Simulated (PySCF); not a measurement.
Zn(I)(SH) (HISZn), SMILES [SH][Zn][I]. Atoms are numbered in the order given.

```xyz
4

Zn     0.0225    -0.9161     0.0000
I     -0.0064     1.5109     0.0000
S      0.0597    -3.0894     0.0000
H     -1.2914    -3.1652     0.0000
```
Charge 0, spin multiplicity 1.

Geometry optimised at PBE0-D3(BJ)/def2-SVP. The def2 effective core potentials stand for the cores of I; spin–orbit coupling is left out. One conformer was computed; it need not be the lowest.

These are PBE/def2-TZVPD (PySCF) values and carry that method's errors.

Symmetry labels are those of the subgroup Cs that the program uses (full group Cs).

Task: List the valence orbital energies around the gap with their symmetry. (The exact figures need the calculation; the answer reports its results.)

Result: 
```
orbital  symmetry  energy (eV)
-------  --------  -----------
HOMO−7         A"       -12.68
HOMO−6         A'       -12.68
HOMO−5         A'       -10.10
HOMO−4         A'        -8.95
HOMO−3         A'        -7.75
HOMO−2         A"        -6.88
HOMO−1         A'        -6.79
HOMO           A"        -6.41
LUMO           A'        -2.40
LUMO+1         A'        -1.61
LUMO+2         A"        -1.20
LUMO+3         A'        -0.66
```
